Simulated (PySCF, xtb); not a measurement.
BH2, SMILES [BH2] (connectivity only; charge and spin as stated), charge +1, multiplicity 1.

Harmonic wavenumbers (cm⁻¹) from GFN2-xTB (xtb) at its own minimum, in rising order: 384, 384, 2468, 2629.

Task: What does PBE-D3(BJ)/def2-TZVPD (PySCF) give at its own minimum? (Estimate from the structure and the level; the computed values follow.)

Result: 977, 977, 2593, 2885. Paired by order, the mean absolute difference is 392 cm⁻¹ and the zero-point energies are 8.4 and 10.6 kcal/mol.
